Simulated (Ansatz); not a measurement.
SSn (SMILES [S]=[Sn]), singlet, at a GFN2-xTB geometry (such geometries of metal compounds can be far from the true shape) (all electrons, no relativity); CASSCF(2,2)/STO-3G (Ansatz, a first-principles code).

Ansatz was given this input:
Ansatz 0.2 input:
```yaml
crystal:
  periodic: [false, false, false]
  atoms:
    - {symbol: Sn, position_ang: [-0.00000000, -0.00000000, -0.54106796]}
    - {symbol: S, position_ang: [0.00000000, 0.00000000, 1.69083738]}
basis:
  gaussian:
    orbitals: STO-3G
hamiltonian:
  xc: hf
magnetization: {spin_polarized: false}
correlation: {active_space: {window: {electrons: 2, orbitals: 2}}}
```

What the program printed (banner, timings and long lists left out):

```
Functional definition: HF
451 factors; integrals over basis functions are off by at most 3.1e-5 eV
mean field evaluation 1: about -172964.5042 eV, gradient 2.2e1 eV
mean field evaluation 2: about -172964.5205 eV, gradient 2.2e1 eV
mean field evaluation 4: about -172967.6958 eV, gradient 1.8e0 eV
mean field evaluation 8: about -172967.7144 eV, gradient 1.5e-2 eV
mean field -172967.71445002 eV, -6356.4462643105 hartree, gradient 1.0e-5 eV, S^2 0.000000; 0 other end points of the search recorded, 0 dependent functions left out
reference -172967.71445002 eV, -6356.4462643105 hartree; 33, 33 occupied and 3, 3 virtual orbitals, 451 factors
state -172968.51392124 eV, -6356.4756443361 hartree
Total energy: -172968.51392124 eV, -6356.4756443361 hartree
```
